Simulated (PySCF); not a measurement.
PySCF input (MN15/def2-TZVPD):

```python
from pyscf import gto, scf, dft

mol = gto.M(
    atom='''
    C    -1.67323436   -0.00554951   -0.04317373
    I     0.27297455    0.00090536    0.00704344
    H    -2.21653840    0.93356701   -0.08444468
    H    -2.21170666   -0.94825390   -0.02981539
    ''',
    basis='def2-tzvpd',
    ecp='def2-tzvp',
    charge=1,
    spin=0,
    verbose=4,
)

mf = dft.RKS(mol, xc='mn15').density_fit(auxbasis='def2-universal-jkfit')
mf.grids.level = 4
mf.conv_tol = 1e-9
mf.max_cycle = 100
mf.max_memory = 1500
mf.kernel()
if not mf.converged:
    mf = mf.newton()
    mf.kernel(mf.make_rdm1())
mf.analyze()
```

Output:

```
ECP def2-tzvp not found for  C
ECP def2-tzvp not found for  H
PySCF version 2.14.0

[INPUT] verbose = 4
[INPUT] num. atoms = 4
[INPUT] num. electrons = 32
[INPUT] charge = 1
[INPUT] spin (= nelec alpha-beta = 2S) = 0
[INPUT] symmetry False subgroup None
[INPUT] Mole.unit = angstrom
[INPUT] Symbol           X                Y                Z      unit          X                Y                Z       unit  Magmom
[INPUT]  1 C     -1.673234360000  -0.005549510000  -0.043173730000 AA   -3.161954682612  -0.010487054026  -0.081586525476 Bohr   0.0
[INPUT]  2 I      0.272974550000   0.000905360000   0.007043440000 AA    0.515847138476   0.001710882444   0.013310172575 Bohr   0.0
[INPUT]  3 H     -2.216538400000   0.933567010000  -0.084444680000 AA   -4.188650520582   1.764185967829  -0.159577317877 Bohr   0.0
[INPUT]  4 H     -2.211706660000  -0.948253900000  -0.029815390000 AA   -4.179519855277  -1.791940167551  -0.056342921397 Bohr   0.0

nuclear repulsion = 56.8479349962457
number of shells = 42
number of NR pGTOs = 178
number of NR cGTOs = 114
basis = def2-tzvpd
ecp = def2-tzvp

******** <class 'pyscf.df.df_jk.DFRKS'> ********
method = DFRKS
initial guess = minao
damping factor = 0
level_shift factor = 0
DIIS = <class 'pyscf.scf.diis.CDIIS'>
diis_start_cycle = 1
diis_space = 8
diis_damp = 0
SCF conv_tol = 1e-09
SCF conv_tol_grad = None
SCF max_cycles = 100
direct_scf = False
XC library pyscf.dft.libxc version 7.1.2
    S. Lehtola, C. Steigemann, M. J. T. Oliveira, and M. A. L. Marques,  SoftwareX 7, 1–5 (2018)
XC functionals = mn15
    H. S. Yu, X. He, S. L. Li, and D. G. Truhlar,  Chem. Sci. 7, 5032–5051 (2016)
    H. S. Yu, X. He, S. L. Li, and D. G. Truhlar,  Chem. Sci. 7, 5032–5051 (2016)
radial grids:
    Treutler-Ahlrichs [JCP 102, 346 (1995); DOI:10.1063/1.469408] (M4) radial grids

becke partition: Becke, JCP 88, 2547 (1988); DOI:10.1063/1.454033
pruning grids: <function nwchem_prune>
grids dens level: 4
symmetrized grids: False
atomic radii adjust function: <function treutler_atomic_radii_adjust>
small_rho_cutoff = 0
Set gradient conv threshold to 3.16228e-05
Initial guess from minao.
tot grids = 91616
******** <class 'pyscf.df.df.DF'> ********
auxbasis = def2-universal-jkfit
init E= -294.475520570879
  HOMO = -0.80280391481852  LUMO = -0.610193817541314  gap/eV = 5.24119
cycle= 1 E= -333.559575627607  delta_E= -39.1  |g|= 4.08  |ddm|= 20.4
  HOMO = -0.28780229122963  LUMO = -0.257982815757998  gap/eV = 0.81143
cycle= 2 E= -329.743829350603  delta_E= 3.82  |g|= 5.17  |ddm|= 10.4
  HOMO = -0.481919600269256  LUMO = -0.227282750978294  gap/eV = 6.92902
cycle= 3 E= -335.256785538142  delta_E= -5.51  |g|= 1.33  |ddm|= 5.89
  HOMO = -0.510880891435583  LUMO = -0.455956385763518  gap/eV = 1.49457
cycle= 4 E= -335.458229679579  delta_E= -0.201  |g|= 1.31  |ddm|= 2.26
  HOMO = -0.525988939800241  LUMO = -0.385100260249907  gap/eV = 3.83378
cycle= 5 E= -335.863104648114  delta_E= -0.405  |g|= 0.245  |ddm|= 0.825
  HOMO = -0.558764011831258  LUMO = -0.364584936522098  gap/eV = 5.28388
cycle= 6 E= -335.88360245223  delta_E= -0.0205  |g|= 0.061  |ddm|= 0.383
  HOMO = -0.550872775950776  LUMO = -0.361976075085465  gap/eV = 5.14014
cycle= 7 E= -335.884530861349  delta_E= -0.000928  |g|= 0.0185  |ddm|= 0.0694
  HOMO = -0.549478282669638  LUMO = -0.360589540069679  gap/eV = 5.13992
cycle= 8 E= -335.88457956491  delta_E= -4.87e-05  |g|= 0.0093  |ddm|= 0.0183
  HOMO = -0.54946156856295  LUMO = -0.361567079326088  gap/eV = 5.11287
cycle= 9 E= -335.884604504583  delta_E= -2.49e-05  |g|= 0.0032  |ddm|= 0.00946
  HOMO = -0.549156389218592  LUMO = -0.3616417859502  gap/eV = 5.10253
cycle= 10 E= -335.88460765497  delta_E= -3.15e-06  |g|= 0.000178  |ddm|= 0.00387
  HOMO = -0.549154865507781  LUMO = -0.361635428936415  gap/eV = 5.10266
cycle= 11 E= -335.884607665453  delta_E= -1.05e-08  |g|= 2.54e-05  |ddm|= 0.000286
  HOMO = -0.549156976310313  LUMO = -0.361633018256457  gap/eV = 5.10279
cycle= 12 E= -335.884607665583  delta_E= -1.3e-10  |g|= 2.78e-06  |ddm|= 5.75e-05
  HOMO = -0.549156436843939  LUMO = -0.361633466404696  gap/eV = 5.10276
Extra cycle  E= -335.884607665585  delta_E= -2.27e-12  |g|= 2.2e-06  |ddm|= 1.38e-05
converged SCF energy = -335.884607665585
**** SCF Summaries ****
Total Energy =                        -335.884607665585236
Nuclear Repulsion Energy =              56.847934996245733
One-electron Energy =                 -673.197158849941957
Two-electron Energy =                  280.464616188110995
Two-electron Coulomb Energy =          307.655168582534657
DFT Exchange-Correlation Energy =      -27.190552394423651
HOMO-LUMO gap [eV] =                     5.102759936239294
**** MO energy ****
MO #1   energy= -10.405521724904   occ= 2
MO #2   energy= -6.85856722811885  occ= 2
MO #3   energy= -4.99959263250967  occ= 2
MO #4   energy= -4.99641224576471  occ= 2
MO #5   energy= -4.98320549660247  occ= 2
MO #6   energy= -2.22579394706025  occ= 2
MO #7   energy= -2.22421848244508  occ= 2
MO #8   energy= -2.21384477217314  occ= 2
MO #9   energy= -2.2110788955895   occ= 2
MO #10  energy= -2.20859713790585  occ= 2
MO #11  energy= -1.0880131583409   occ= 2
MO #12  energy= -0.932721532007424 occ= 2
MO #13  energy= -0.762254837094074 occ= 2
MO #14  energy= -0.691763987390454 occ= 2
MO #15  energy= -0.598521927346363 occ= 2
MO #16  energy= -0.549156436843939 occ= 2
MO #17  energy= -0.361633466404696 occ= 0
MO #18  energy= -0.219945547889377 occ= 0
MO #19  energy= -0.121107767640483 occ= 0
MO #20  energy= -0.0837688529464764 occ= 0
MO #21  energy= -0.0818195208175523 occ= 0
MO #22  energy= -0.0691658555345167 occ= 0
MO #23  energy= -0.0678358024897195 occ= 0
MO #24  energy= -0.0668471507810869 occ= 0
MO #25  energy= -0.045354653657276 occ= 0
MO #26  energy= -0.0391052111025326 occ= 0
MO #27  energy= -0.0255484137524486 occ= 0
MO #28  energy= -0.0154763306293597 occ= 0
MO #29  energy= 0.00986769983280134 occ= 0
MO #30  energy= 0.0439158767424536 occ= 0
MO #31  energy= 0.0477618551551449 occ= 0
MO #32  energy= 0.0675197207885314 occ= 0
MO #33  energy= 0.0711124995278571 occ= 0
MO #34  energy= 0.0852715887817759 occ= 0
MO #35  energy= 0.104221331795076  occ= 0
MO #36  energy= 0.128154499409018  occ= 0
MO #37  energy= 0.142134401304067  occ= 0
MO #38  energy= 0.149489798252323  occ= 0
MO #39  energy= 0.162178660730723  occ= 0
MO #40  energy= 0.17396135945169   occ= 0
MO #41  energy= 0.185485999341344  occ= 0
MO #42  energy= 0.185529096520427  occ= 0
MO #43  energy= 0.207999422437499  occ= 0
MO #44  energy= 0.232630978379516  occ= 0
MO #45  energy= 0.249705936058083  occ= 0
MO #46  energy= 0.258533931103837  occ= 0
MO #47  energy= 0.26299387220365   occ= 0
MO #48  energy= 0.285214114241183  occ= 0
MO #49  energy= 0.301017877729247  occ= 0
MO #50  energy= 0.304345277821286  occ= 0
MO #51  energy= 0.323864929514944  occ= 0
MO #52  energy= 0.387722680875495  occ= 0
MO #53  energy= 0.412411780302293  occ= 0
MO #54  energy= 0.50528659337417   occ= 0
MO #55  energy= 0.506367048562486  occ= 0
MO #56  energy= 0.544175082731913  occ= 0
MO #57  energy= 0.589591677144606  occ= 0
MO #58  energy= 0.601653263751698  occ= 0
MO #59  energy= 0.609993675492983  occ= 0
MO #60  energy= 0.617575491210553  occ= 0
MO #61  energy= 0.637845426862233  occ= 0
MO #62  energy= 0.658078026719233  occ= 0
MO #63  energy= 0.667409660226504  occ= 0
MO #64  energy= 0.736463525957097  occ= 0
MO #65  energy= 0.859527843491762  occ= 0
MO #66  energy= 0.865382644732784  occ= 0
MO #67  energy= 0.922195252064171  occ= 0
MO #68  energy= 0.941012023012426  occ= 0
MO #69  energy= 0.985878462242223  occ= 0
MO #70  energy= 1.05017799591461   occ= 0
MO #71  energy= 1.17979412940987   occ= 0
MO #72  energy= 1.23089414095147   occ= 0
MO #73  energy= 1.23175291273456   occ= 0
MO #74  energy= 1.24180983448163   occ= 0
MO #75  energy= 1.26860329380928   occ= 0
MO #76  energy= 1.34893742868241   occ= 0
MO #77  energy= 1.34896383580511   occ= 0
MO #78  energy= 1.48917179464899   occ= 0
MO #79  energy= 1.53443548429292   occ= 0
MO #80  energy= 1.6319237771965    occ= 0
MO #81  energy= 1.67580460280213   occ= 0
MO #82  energy= 1.6838444854765    occ= 0
MO #83  energy= 1.81870610946941   occ= 0
MO #84  energy= 1.97932532294699   occ= 0
MO #85  energy= 2.12434290658773   occ= 0
MO #86  energy= 2.15619568746155   occ= 0
MO #87  energy= 2.3987894985564    occ= 0
MO #88  energy= 2.40196293694856   occ= 0
MO #89  energy= 2.42468025575458   occ= 0
MO #90  energy= 2.6355434571756    occ= 0
MO #91  energy= 2.68467496283354   occ= 0
MO #92  energy= 2.69768563141236   occ= 0
MO #93  energy= 2.70913243763254   occ= 0
MO #94  energy= 2.72079809652772   occ= 0
MO #95  energy= 2.7651001673362    occ= 0
MO #96  energy= 2.79530357369977   occ= 0
MO #97  energy= 2.80669974265437   occ= 0
MO #98  energy= 2.86685984278586   occ= 0
MO #99  energy= 2.88976366381877   occ= 0
MO #100 energy= 2.96747804701241   occ= 0
MO #101 energy= 3.05245643389904   occ= 0
MO #102 energy= 3.08099862798147   occ= 0
MO #103 energy= 3.14950571508242   occ= 0
MO #104 energy= 3.1536473462153    occ= 0
MO #105 energy= 3.22768039972738   occ= 0
MO #106 energy= 3.83494752818497   occ= 0
MO #107 energy= 4.07411771870729   occ= 0
MO #108 energy= 4.18413147285424   occ= 0
MO #109 energy= 20.9550899853286   occ= 0
MO #110 energy= 33.4844554176763   occ= 0
MO #111 energy= 33.5295708815079   occ= 0
MO #112 energy= 33.7905887688268   occ= 0
MO #113 energy= 41.6548751391377   occ= 0
MO #114 energy= 118.080297134812   occ= 0

WARN: Weak orthogonality for localized orbitals 5.058729760210416e-08

 ** Mulliken pop on meta-lowdin orthogonal AOs  **
 ** Mulliken pop  **
pop of  0 C 1s            1.99971
pop of  0 C 2s            1.34777
pop of  0 C 3s            0.02951
pop of  0 C 4s            0.01180
pop of  0 C 5s            0.00595
pop of  0 C 6s            0.00315
pop of  0 C 2px           1.39279
pop of  0 C 2py           1.27338
pop of  0 C 2pz           0.77742
pop of  0 C 3px           0.06010
pop of  0 C 3py           0.08767
pop of  0 C 3pz           0.04622
pop of  0 C 4px           0.02802
pop of  0 C 4py           0.01369
pop of  0 C 4pz           0.00829
pop of  0 C 3dxy          0.05868
pop of  0 C 3dyz          0.00016
pop of  0 C 3dz^2         0.00996
pop of  0 C 3dxz          0.05641
pop of  0 C 3dx2-y2       0.04716
pop of  0 C 4dxy          0.09014
pop of  0 C 4dyz          0.00069
pop of  0 C 4dz^2         0.00235
pop of  0 C 4dxz          0.06533
pop of  0 C 4dx2-y2       0.02311
pop of  0 C 5dxy          0.09032
pop of  0 C 5dyz          0.00122
pop of  0 C 5dz^2         0.00636
pop of  0 C 5dxz          0.04946
pop of  0 C 5dx2-y2       0.03005
pop of  0 C 4f-3          0.00302
pop of  0 C 4f-2          0.00004
pop of  0 C 4f-1          0.00131
pop of  0 C 4f+0          0.00343
pop of  0 C 4f+1          0.00491
pop of  0 C 4f+2          0.00418
pop of  0 C 4f+3          0.00681
pop of  1 I 4s            1.77216
pop of  1 I 5s            1.91235
pop of  1 I 6s            0.04390
pop of  1 I 7s            0.01194
pop of  1 I 8s            0.00470
pop of  1 I 9s            0.00199
pop of  1 I 10s           0.06541
pop of  1 I 4px           0.02098
pop of  1 I 4py           0.32426
pop of  1 I 4pz           0.33702
pop of  1 I 5px           1.61380
pop of  1 I 5py           1.68795
pop of  1 I 5pz           1.69153
pop of  1 I 6px           0.20483
pop of  1 I 6py           0.30296
pop of  1 I 6pz           1.46515
pop of  1 I 7px           0.90420
pop of  1 I 7py           0.04254
pop of  1 I 7pz           0.04166
pop of  1 I 8px           0.12537
pop of  1 I 8py           0.00477
pop of  1 I 8pz           0.00384
pop of  1 I 9px           0.12024
pop of  1 I 9py           0.00650
pop of  1 I 9pz           0.00425
pop of  1 I 4dxy          1.39347
pop of  1 I 4dyz          1.39412
pop of  1 I 4dz^2         1.39263
pop of  1 I 4dxz          1.39728
pop of  1 I 4dx2-y2       1.99615
pop of  1 I 5dxy          0.25155
pop of  1 I 5dyz          0.24296
pop of  1 I 5dz^2         0.23673
pop of  1 I 5dxz          0.22547
pop of  1 I 5dx2-y2       0.01195
pop of  1 I 6dxy          0.18176
pop of  1 I 6dyz          0.17906
pop of  1 I 6dz^2         0.17341
pop of  1 I 6dxz          0.17329
pop of  1 I 6dx2-y2       0.00704
pop of  1 I 7dxy          0.17130
pop of  1 I 7dyz          0.17546
pop of  1 I 7dz^2         0.18723
pop of  1 I 7dxz          0.18417
pop of  1 I 7dx2-y2       0.00985
pop of  1 I 4f-3          0.00017
pop of  1 I 4f-2          0.00000
pop of  1 I 4f-1          0.00005
pop of  1 I 4f+0          0.00003
pop of  1 I 4f+1          0.00007
pop of  1 I 4f+2          0.00024
pop of  1 I 4f+3          0.00014
pop of  1 I 5f-3          0.00032
pop of  1 I 5f-2          0.00000
pop of  1 I 5f-1          0.00018
pop of  1 I 5f+0          0.00007
pop of  1 I 5f+1          0.00140
pop of  1 I 5f+2          0.00010
pop of  1 I 5f+3          0.00151
pop of  2 H 1s            0.76687
pop of  2 H 2s            0.02543
pop of  2 H 3s            0.00510
pop of  2 H 2px           0.00420
pop of  2 H 2py           0.00516
pop of  2 H 2pz           0.00053
pop of  2 H 3px           0.01361
pop of  2 H 3py           0.00256
pop of  2 H 3pz           0.00452
pop of  3 H 1s            0.76688
pop of  3 H 2s            0.02544
pop of  3 H 3s            0.00510
pop of  3 H 2px           0.00421
pop of  3 H 2py           0.00514
pop of  3 H 2pz           0.00054
pop of  3 H 3px           0.01364
pop of  3 H 3py           0.00252
pop of  3 H 3pz           0.00453
 ** Mulliken atomic charges  **
charge of    0C =     -1.64060
charge of    1I =      2.29654
charge of    2H =      0.17203
charge of    3H =      0.17202

WARN: System has nonzero charge 1; the dipole moment is origin-dependent.
Location of origin: [0. 0. 0.]

Dipole moment(X, Y, Z, Debye): -3.15323, -0.01046, -0.08136
```
